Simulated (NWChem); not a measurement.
# C$_{4}$H$_{6}$OSi; SMILES [SiH3]c1ccoc1

```xyz
12

Si    -0.0252    -2.0888     0.0013
C      0.0256    -0.2204    -0.0024
C      1.1733     0.6618     0.0154
C      0.6841     1.9439     0.0066
O     -0.6811     1.9313    -0.0153
C     -1.0660     0.6260    -0.0203
H     -1.4619    -2.5345    -0.0216
H      0.6414    -2.6479     1.2303
H      0.6822    -2.6543    -1.2017
H      2.2300     0.3710     0.0326
H      1.1521     2.9336     0.0133
H     -2.1469     0.4488    -0.0381
```
Atoms are numbered in this order, from 1.

All runs use the structure optimised with PBE-D3(BJ)/def2-SVP.

Question: Give the principal values of the shielding tensors (ppm) of Si1, C2, C3, C4, O5 from B3LYP/6-31G* (spherical d), GIAO (NWChem), with their diamagnetic and paramagnetic parts as GIAO splits them.

Answer: 
| atom | σ11 | σ22 | σ33 | isotropic | diamagnetic | paramagnetic |
|---|---|---|---|---|---|---|
| Si1 | 437.9 | 456.2 | 492.3 | 462.1 | 883.1 | -421.0 |
| C2 | 15.6 | 65.8 | 176.1 | 85.8 | 251.9 | -166.1 |
| C3 | 0.4 | 75.5 | 159.4 | 78.4 | 256.9 | -178.4 |
| C4 | -18.2 | 61.2 | 115.9 | 53.0 | 255.2 | -202.2 |
| O5 | -99.0 | -32.2 | 245.3 | 38.0 | 394.9 | -356.9 |
